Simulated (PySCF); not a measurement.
hypoboric acid (B2H4O4), SMILES OB(O)B(O)O. Geometry: PBE-D3(BJ)/def2-SVP. One conformer was computed; it need not be the lowest.

Computed equilibrium geometry at PBE-D3(BJ)/def2-SVP (PySCF confirms it by a frequency run) as Cartesian coordinates in Å, and its point group (one conformer of several):
point group Cs.
```xyz
10

B     -0.0693     0.8474     0.0000
O     -1.2370     1.5668     0.0000
O      1.1877     1.4312     0.0000
B     -0.0435    -0.8775     0.0000
O      1.1741    -1.5274     0.0000
O     -1.1815    -1.6381     0.0000
H     -1.1147     2.5354     0.0000
H      1.1930     2.4074     0.0000
H      1.8896    -0.8643     0.0000
H     -0.9506    -2.5882     0.0000
```
Charge 0, spin multiplicity 1.
